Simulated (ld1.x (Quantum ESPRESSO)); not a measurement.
# Ta: excitation energies, all-electron against TM

```
Element                 : Ta (Z = 73)
Generator               : ld1.x (Quantum ESPRESSO) 7.5
Type                    : norm-conserving Troullier–Martins (Kleinman–Bylander form)
Functional              : LDA (PZ)
Relativity              : fully relativistic
Frozen core             : [Xe] 4f14
Valence charge          : 5
Reference configuration : 5d3.5 6s1.5 6p0
Partial waves           : 6s (bound): rc 2.20 bohr; 6p (bound, empty): rc 4.20 bohr; 5d (bound): rc 1.90 bohr; 5f channel at -0.15 Ry: rc 3.40 bohr
Local potential         : all-electron potential smoothed inside 2.45 bohr (lloc = -1)
Core correction         : none
```

Open shells are filled in proportion to 2j + 1 (rel_dist='average').

Energies are relative to the spin-unpolarised reference configuration 5d3.5 6s1.5 6p0; without spin polarisation the order of configurations can differ from experiment. Not all tests gave a result: 2 of 7 tests not solved or not reliable. Left out of the table: 5d3 6s1 6p0 (solver errors, printed error -3.3 eV); 5d2 6s2 6p0 (solver errors, printed error -70.3 eV).

(1) Give the all-electron excitation energy and the error of the potential for: 5d3 6s2 6p0; 5d3 6s0 6p0; 5d3 6s1.5 6p0; 5d3 6s1 6p1; 5d3 6s0 6p1.

Note: ghost state, extra bound levels that the all-electron valence spectrum of the same l lacks: s at -7.4 eV. A true bound ghost makes a file unfit for plane-wave use.

## Answers

(1)

```tsv
valence configuration	charge	ΔE all-electron (eV)	error AE − PS (meV)
5d3 6s2 6p0	0	-0.981	-11
5d3 6s0 6p0	+2	23.031	+59
5d3 6s1.5 6p0	+0.5	2.584	-19
5d3 6s1 6p1	0	3.242	-15
5d3 6s0 6p1	+1	12.860	+55
```
